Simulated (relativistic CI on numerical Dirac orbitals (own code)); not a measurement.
Ce³⁺: resonant inelastic scattering at the M4,5 edge

Computed with this model: Dirac-Coulomb-Breit CI, separate exchange-only KLI orbitals for each configuration, QED by a radiative potential, valence Slater integrals scaled by 0.8, Kramers-Heisenberg scattering through one core-hole configuration in a parametric crystal field; configurations [Xe] 4f → [Ar] 3d9 4s2 4p6 4d10 4f2 5s2 5p6; 300 K; core-hole width 0.6 eV; summed over polarisations. Incident energies are the highest absorption maxima for each field (at most a few, so the weaker spin-orbit partner edge can be absent), on the computed scale of the free ion. Intensities are in per cent of the strongest line above 0.02 eV; levels within 1 cm⁻¹ are merged; final levels count from the ground level, the first row holds all elastic scattering, lines under 0.4 are left out and each table stops after 24 rows. The scale of the Slater integrals is a model choice and moves the terms in proportion.

Field parameters in Wybourne normalisation. The field is a parameter set, without covalency.

S is read from ⟨S²⟩ = S(S + 1).

D3d, B20 = 740, B40 = -740, B43 = 30, B60 = 270, B63 = 570, B66 = -60 cm⁻¹:

| Final level (eV) | Degeneracy | Irrep | S | 884 eV | 884.8 eV | 902.1 eV |
| --- | --- | --- | --- | --- | --- | --- |
| 0.000 | 2 | Γ4 | 0.50 | 94.8 | 234.3 | 349.2 |
| 0.044 | 2 | Γ4 | 0.50 | 13.5 | 21.6 | 48.2 |
| 0.049 | 2 | Γ5+Γ6 | 0.50 | 25.4 | 43.4 | 100.0 |
| 0.258 | 2 | Γ4 | 0.50 | 20.1 | 31.0 | 9.5 |
| 0.303 | 2 | Γ4 | 0.50 | 7.3 | 13.3 | 7.3 |
| 0.312 | 2 | Γ5+Γ6 | 0.50 | 5.4 | 9.9 | 8.7 |
| 0.321 | 2 | Γ4 | 0.50 | 8.9 | 16.2 | 6.4 |

D3d, B20 = 1980, B40 = 380, B43 = 850, B60 = 580, B63 = 320, B66 = -120 cm⁻¹:

```
Final level (eV)  Degeneracy  Irrep     S  883.9 eV  884.8 eV  902.1 eV
           0.000           2     Γ4  0.50     102.9     216.3     355.7
           0.077           2  Γ5+Γ6  0.50      29.4      40.9     100.0
           0.131           2     Γ4  0.50      16.7      23.7      54.0
           0.259           2     Γ4  0.50      14.9      39.0      11.0
           0.323           2     Γ4  0.50       8.6      25.3       7.3
           0.366           2  Γ5+Γ6  0.50       2.6      10.3       6.4
           0.414           2     Γ4  0.50       0.8       4.1       4.5
```

C2v, B20 = -780, B22 = -180, B40 = 300, B42 = -280, B44 = -560, B60 = 150, B62 = -10, B64 = -120, B66 = 160 cm⁻¹:

```
Final level (eV)  Degeneracy     S  883.6 eV  884.8 eV  902.1 eV
           0.000           2  0.50     134.7     308.3     461.9
           0.021           2  0.50      18.5      30.2      66.8
           0.060           2  0.50      25.7      41.1     100.0
           0.259           2  0.50       3.9      33.5      11.5
           0.283           2  0.50       2.1      19.7      10.1
           0.303           2  0.50       2.4      25.4       9.4
           0.330           2  0.50       0.7       9.8       8.2
```

For the first field the strongest loss at the lowest incident energy is the level at 0.05 eV (S = 0.50, against 0.50 in the thermal ground state).
